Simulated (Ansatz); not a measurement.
Reactions of `ClC1=N[SiH2]1`.

Gas-phase electronic energies from Ansatz, PBE0-D4/def2-TZVP geometries. CCSD(T)/CBS is the MP2 limit (def2-TZVPP, def2-QZVPP) plus CCSD(T) − MP2 in def2-TZVPP, frozen cores. This one scheme is used for every species. For Se outer-core shells are correlated without core-valence functions, which leaves a few kJ/mol of doubt a bond. Scalar relativity is left out up to krypton. Each species was taken in one conformer, which may not be the lowest.

Problem. Order these by ΔE at CCSD(T)/CBS, lowest first. (An estimate is asked.)
A. `ClC1=N[SiH2]1` + H–F → `FC1=N[SiH2]1` + HCl
B. `ClC1=N[SiH2]1` + `CO[SiH](C)O` → `O[SiH]1N=C1Cl` + `CO[SiH2]C`
C. `ClC1=N[SiH2]1` + `NC([SiH3])[SeH]` → `N[SiH]1N=C1Cl` + `[SiH3]C[SeH]`

Solution. C (-164.0 kJ/mol), B (+8.2 kJ/mol), A (+17.3 kJ/mol).

Largest T1 diagnostic: 0.016, for `FC1=N[SiH2]1`.
